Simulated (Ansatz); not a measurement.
Two isomers of C3H10OSi: A = `CC(C)(O)[SiH3]`, B = `C[SiH](C)CO`.

Gas-phase electronic energies from Ansatz, PBE0-D4/def2-TZVP geometries. CBS: MP2 limit from def2 TZ/QZ plus the TZ coupled-cluster correction, frozen cores. Functionals use def2-TZVPP. B3LYP here is the variant with VWN-RPA as its local correlation; programs differ in this. Each species was taken in one conformer, which may not be the lowest.

(1) Which isomer does CCSD(T)/CBS put lower? Give the gap. (An estimate is asked.)

(2) Give E(B) − E(A) in kcal/mol with PBE-D4, CCSD/def2-TZVPP, CCSD(T)/def2-TZVPP, r2SCAN-D4, HF/def2-TZVPP, B3LYP-D4, PBE0-D4. (Estimate.)

Largest T1 diagnostic: 0.010.

Results:

(1) The calculation gave: B, by 14.4 kcal/mol.

(2) Computed: PBE-D4 -15.7, CCSD/def2-TZVPP -14.1, CCSD(T)/def2-TZVPP -13.8, r2SCAN-D4 -16.0, HF/def2-TZVPP -14.5, B3LYP-D4 -15.3, PBE0-D4 -15.6. None reverses the order clearly.

The D4 term adds +1.1 kcal/mol with B3LYP and +0.5 kcal/mol with PBE0; it sums over pairs of atoms, weighted by their polarisabilities, and B3LYP, whose exchange is more repulsive, gets the larger term.
